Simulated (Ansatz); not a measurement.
Reaction (redistribution): `O[SiH]([SiH3])[O][AlH2]` + `[SiH3]N[SiH2]S` → `O[SiH]([SiH3])N[SiH3]` + `[AlH2][O][SiH2]S`

Calculated with Ansatz (gas phase, PBE0-D4/def2-TZVP geometries, no zero-point term in ΔE). CBS: MP2 limit from def2 TZ/QZ plus the TZ coupled-cluster correction, frozen cores. Functionals use def2-TZVPP. One conformer a species, not always the lowest.

```tsv
level	ΔE (kJ/mol)
ωB97M-V	-0.1
r2SCAN	0.6
CCSD(T)/def2-TZVPP	1.0
MP2/CBS(def2)	0.5
```

Question: What does CCSD(T)/CBS give? (Best estimate.)

Answer: Ansatz gave: +0.8 kJ/mol. The listed levels differ from it by -0.9, -0.2, 0.2, -0.3 kJ/mol.

Largest T1 diagnostic among the species: 0.013.

In def2-TZVPP, CCSD(T) changes the Hartree–Fock value by −7.4 kJ/mol (the triples alone add −1.4 kJ/mol) and MP2 by −7.7 kJ/mol. The D4 term adds −4.3 kJ/mol with B3LYP and −2.3 kJ/mol with PBE0; it sums over pairs of atoms, weighted by their polarisabilities, and B3LYP, whose exchange is more repulsive, gets the larger term.

B3LYP here is the variant with VWN-RPA as its local correlation; programs differ in this.
